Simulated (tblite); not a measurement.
Species: C5H9OPSi.
Structure used (GFN2-xTB), in Å, numbered top down from 1:
```xyz
17
C5H9OPSi angstrom
C     -1.7369    2.4521    0.1169
C     -1.6342    1.2687    0.3070
Si    -1.5102   -0.5748    0.5294
P     -3.1563   -1.7321   -0.4452
O     -0.2291   -1.2079   -0.2452
C      1.0938   -0.9550   -0.1577
C      1.6570   -0.0140    0.5802
C      3.1277    0.2252    0.6441
H     -1.8189    3.4902   -0.0367
H     -1.4491   -0.8091    1.9784
H     -4.1305   -1.2242    0.3945
H     -3.4271   -0.7908   -1.4229
H      1.6716   -1.6284   -0.7794
H      1.0308    0.6344    1.1759
H      3.3577    1.2432    0.3316
H      3.6616   -0.4701    0.0022
H      3.4851    0.1046    1.6664
```

Method: GFN2-xTB as coded in tblite; computed harmonic values from a numerical Hessian at the method's own geometry, unscaled. Against measured fundamentals such values can be off by several per cent, at times by over 20. Modes of hydrogen on phosphorus and silicon can be 10 to 20 % off. One conformer, not necessarily the lowest.

Harmonic wavenumbers (cm⁻¹): 41.6, 63.5, 73.9, 87.7, 93.6, 142.9, 157.9, 170.6, 271.3, 275.5, 304.6, 336.6, 476.8, 558.5, 620.8, 645.0, 665.1, 681.9, 687.1, 715.6, 725.7, 731.4, 793.9, 965.0, 980.4, 1040.7, 1132.0, 1147.3, 1192.7, 1261.9, 1289.9, 1402.4, 1476.2, 1485.4, 1730.9, 2179.0, 2198.0, 2305.2, 2388.9, 2998.7, 3014.2, 3038.3, 3048.1, 3084.0, 3352.4.

A = 2133, B = 785.1, C = 603.2 MHz; mass 144.016 u (most abundant isotopes); point group C1, symmetry number 1.

What is the zero-point energy?

½Σν̃ = 26017 cm⁻¹ = 74.39 kcal/mol.

What is S at 400 K and 1 bar for an ideal gas of classical rigid rotors and harmonic oscillators?

Translation 42.29, rotation 31.02, vibration 50.41: S = 123.7 cal/(mol K).

And Cp and H(400 K) − H(0)?

Cp = 50.73 cal/(mol K), of which vibrations give 42.79 (their classical limit is 45 R = 89.4); H(400 K) − H(0) = 12.93 kcal/mol without the zero-point energy, 9.75 from vibrations.

Blend soft modes into free rotors: weight 1/[1 + (100 cm⁻¹/ν̃)⁴] for the oscillator and the rest for a rotor with moment μB/(μ + B), μ = h/(8π²ν), B = 10⁻⁴⁴ kg m². What vibrational entropy results?

45.29 cal/(mol K) in place of 50.41, which changes −T·S at 400 K by +2.05 kcal/mol.

How do the functions run with temperature in this model?

```tsv
T (K)	S (cal/(mol K))	Cp (cal/(mol K))	H − H(0) (kcal/mol)	G − H(0) (kcal/mol)	ln q(vib)
50	61.9	16.4	0.57	-2.53	0.85
100	75.6	23.3	1.58	-5.98	2.77
298.15	110.0	42.6	8.16	-24.64	9.87
373.15	120.3	48.8	11.60	-33.28	12.27
500	135.8	57.2	18.34	-49.54	16.07
750	161.3	68.8	34.19	-86.79	22.83
1000	182.2	76.5	52.40	-129.81	28.76
```

q(vib) and H(0) count from the zero-point level.

What must be added to the electronic energy to get the Gibbs energy at 400 K and 1 bar?

ZPE + [H(400 K) − H(0)] − T·S = 74.39 + 12.93 − 49.49 = 37.83 kcal/mol.

Which modes carry the vibrational entropy at 400 K?

41.6 cm⁻¹: 5.76; 63.5 cm⁻¹: 4.93; 73.9 cm⁻¹: 4.63; 87.7 cm⁻¹: 4.29; 93.6 cm⁻¹: 4.16; 142.9 cm⁻¹: 3.33 cal/(mol K); the other 39 give 23.31 together.

Hindered rotation and anharmonicity are outside this model. Other conformers, if any are populated, would add a mixing term that is left out. The structure is chiral; the term R ln 2 for an equal mix with its mirror image is left out.
